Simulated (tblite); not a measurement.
C5H5OS2 (charge -1).
SMILES with atom numbers: `[CH3:1][S:2][c:3]1[cH:4][cH:5][s:6][c:7]1[O-:8]` (hydrogens: H9, H10, H11 on C1; H12 on C4; H13 on C5)
Bond orders are those of one Lewis drawing.

Computed with GFN2-xTB (tblite), gas phase: Langevin dynamics at 200 K from the optimised GFN2-xTB geometry, time step 0.5 fs, friction 0.01 fs⁻¹, 2000 steps. The instantaneous temperature is 2·E(kin)/(3Nk) with all 3N coordinates.

| t (fs) | T (K) | E(pot) above start (eV) | C1–S2 (Å) | S2–C3 (Å) | C3–C4 (Å) | C4–C5 (Å) | C5–S6 (Å) | C1–H9 (Å) | C1–S2–C3–C4 (°) |
| --- | --- | --- | --- | --- | --- | --- | --- | --- | --- |
| 0 | 167 | 0.000 | 1.826 | 1.768 | 1.412 | 1.349 | 1.746 | 1.086 | -121 |
| 50 | 173 | 0.206 | 1.813 | 1.804 | 1.425 | 1.337 | 1.724 | 1.102 | -117 |
| 100 | 133 | 0.223 | 1.840 | 1.761 | 1.419 | 1.352 | 1.762 | 1.091 | -109 |
| 150 | 200 | 0.243 | 1.804 | 1.764 | 1.404 | 1.349 | 1.769 | 1.090 | -109 |
| 200 | 273 | 0.225 | 1.826 | 1.756 | 1.421 | 1.343 | 1.727 | 1.099 | -105 |
| 250 | 246 | 0.292 | 1.833 | 1.776 | 1.425 | 1.356 | 1.717 | 1.071 | -98 |
| 300 | 216 | 0.339 | 1.827 | 1.727 | 1.429 | 1.348 | 1.766 | 1.097 | -110 |
| 350 | 197 | 0.291 | 1.838 | 1.823 | 1.435 | 1.343 | 1.809 | 1.121 | -113 |
| 400 | 184 | 0.280 | 1.875 | 1.797 | 1.414 | 1.365 | 1.752 | 1.042 | -115 |
| 450 | 208 | 0.338 | 1.884 | 1.773 | 1.393 | 1.347 | 1.719 | 1.145 | -114 |
| 500 | 200 | 0.448 | 1.904 | 1.743 | 1.398 | 1.382 | 1.730 | 1.052 | -122 |
| 550 | 165 | 0.370 | 1.823 | 1.823 | 1.384 | 1.319 | 1.709 | 1.129 | -123 |
| 600 | 205 | 0.204 | 1.842 | 1.788 | 1.400 | 1.347 | 1.741 | 1.095 | -105 |
| 650 | 185 | 0.145 | 1.838 | 1.783 | 1.392 | 1.353 | 1.785 | 1.057 | -126 |
| 700 | 154 | 0.224 | 1.862 | 1.792 | 1.400 | 1.345 | 1.764 | 1.103 | -137 |
| 750 | 156 | 0.206 | 1.860 | 1.782 | 1.405 | 1.358 | 1.730 | 1.067 | -125 |
| 800 | 168 | 0.279 | 1.877 | 1.762 | 1.386 | 1.333 | 1.753 | 1.123 | -127 |
| 850 | 164 | 0.222 | 1.862 | 1.734 | 1.391 | 1.342 | 1.745 | 1.069 | -118 |
| 900 | 168 | 0.210 | 1.821 | 1.755 | 1.395 | 1.362 | 1.721 | 1.113 | -122 |
| 950 | 203 | 0.304 | 1.831 | 1.766 | 1.391 | 1.332 | 1.739 | 1.075 | -117 |
| 1000 | 233 | 0.353 | 1.849 | 1.756 | 1.419 | 1.357 | 1.800 | 1.097 | -115 |

Question: From 500 fs on, how do temperature and potential energy compare with equipartition?

Answer: The mean temperature of these 11 frames is 182 K against the target 200 K, and the mean potential energy 0.27 eV against 33 × kT/2 = 0.28 eV for 33 classical harmonic modes. For 13 atoms in a canonical ensemble the temperature itself scatters by T·√(2/(3N)) = 45 K; here its standard deviation is 24 K. The whole run lasts only 10 friction times of 100 fs, so these averages carry a wide statistical error.

Question: What are the kinetic and total energies of the listed frame with the highest potential energy?

Answer: The one at 500 fs, 0.448 eV above the start. Its kinetic energy is 3NkT/2 = 0.336 eV at 200 K, so the sum is 0.78 eV; over the listed frames the sum runs from 0.28 to 0.78 eV, since the thermostat adds and removes energy.

Question: How much do the listed bonds fluctuate from 500 fs on?

Answer: 
```json
{"bond": "C1–S2", "at the start (Å)": "1.826", "mean (Å)": "1.852", "standard deviation (Å)": "0.024"}
{"bond": "S2–C3", "at the start (Å)": "1.768", "mean (Å)": "1.771", "standard deviation (Å)": "0.024"}
{"bond": "C3–C4", "at the start (Å)": "1.412", "mean (Å)": "1.397", "standard deviation (Å)": "0.009"}
{"bond": "C4–C5", "at the start (Å)": "1.349", "mean (Å)": "1.348", "standard deviation (Å)": "0.016"}
{"bond": "C5–S6", "at the start (Å)": "1.746", "mean (Å)": "1.747", "standard deviation (Å)": "0.026"}
{"bond": "C1–H9", "at the start (Å)": "1.086", "mean (Å)": "1.089", "standard deviation (Å)": "0.025"}
```

The motion is classical and holds no zero-point motion.

What follows is the cost of the whole dynamics run. Time: 11 s wall; peak memory 0.18 GiB. Hardware: one thread, Arm Neoverse V2 (aarch64), shared host with 96 logical CPUs at a one-minute load of 41.
